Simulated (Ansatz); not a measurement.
The cluster Pd3Au, relaxed as a doublet with UKS B3LYP-D4/def2-SVP in Ansatz, starting from the GFN1-xTB geometry. Force threshold 0.02 eV/Å.

In the def2 sets Au, Pd take a core potential; there is no spin–orbit coupling. The structure comes from a short search, and lower isomers may exist.

Start:

Cartesian coordinates in Å:
```
Pd 0.892 -1.840 -0.523
Pd -0.323 0.359 -1.277
Pd -1.546 1.161 0.868
Au 0.977 0.319 0.932
```

Problem. Estimate the energy that the relaxation releases and the steps that it takes.

Solution. 68.8 kJ/mol, in 9 steps; 2 min on 2 threads of AMD EPYC 7R13 on a shared host. No frequencies were taken in this run, so the end may be a saddle point.

Problem. Does the start keep its bonding and symmetry?

Solution. Bonds formed: Pd1–Pd3 (atoms count from 1). The end is the same structure that another start reached, the lowest one found. Point group Cs at the start, C3v at the end, both within 0.05 Å.

Problem. Predict the relaxed structure.

Solution. 
```xyz
4

Pd    0.156   -1.612   -0.151
Pd   -0.073    0.649   -1.490
Pd   -1.402    0.311    0.764
Au    1.319    0.652    0.877
```
Bond lengths (bridged metal pairs left out): 3 × Pd–Pd 2.64 Å; 3 × Au–Pd 2.74 to 2.75 Å.
